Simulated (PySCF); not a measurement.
**Excitation energy of Ni(2+) by level of theory**

Ni(2+) [Ar] 3d8 (3F) → Ni(2+) [Ar] 3d7 4s1 (5F), as a difference of total energies. Computed with PySCF 2.14 in x2c-TZVPPall, with scalar relativity by spin-free X2C-1e. Correlated levels: valence: [Ar] frozen; valence and next inner shell: [Ne] frozen. The calculations carry no spin-orbit coupling.

```json
{"method": "UHF", "excitation energy (eV)": "5.164"}
{"method": "LDA", "excitation energy (eV)": "6.938"}
{"method": "PBE", "excitation energy (eV)": "6.748"}
{"method": "PBE0", "excitation energy (eV)": "6.586"}
{"method": "r2SCAN", "excitation energy (eV)": "6.625"}
{"method": "MN15", "excitation energy (eV)": "7.829"}
{"method": "B2PLYP", "excitation energy (eV)": "6.594"}
{"method": "BP86", "excitation energy (eV)": "6.814"}
{"method": "HSE06", "excitation energy (eV)": "6.525"}
{"method": "MP2 (valence)", "excitation energy (eV)": "6.776"}
{"method": "SCS-MP2 (valence)", "excitation energy (eV)": "6.913"}
{"method": "MP2 (valence and next inner shell)", "excitation energy (eV)": "7.081"}
{"method": "SCS-MP2 (valence and next inner shell)", "excitation energy (eV)": "7.053"}
```

Problem. How much does correlation contribute at MP2 (valence and next inner shell)?

Solution. 7.081 − (5.164) = 1.917 eV, measured against UHF.

A first-order spin-orbit estimate (lowest level to lowest level, LS coupling) adds -0.011 eV.

The basis was made for the ground configuration and has no added diffuse functions, so the excitation energy can come out too high.
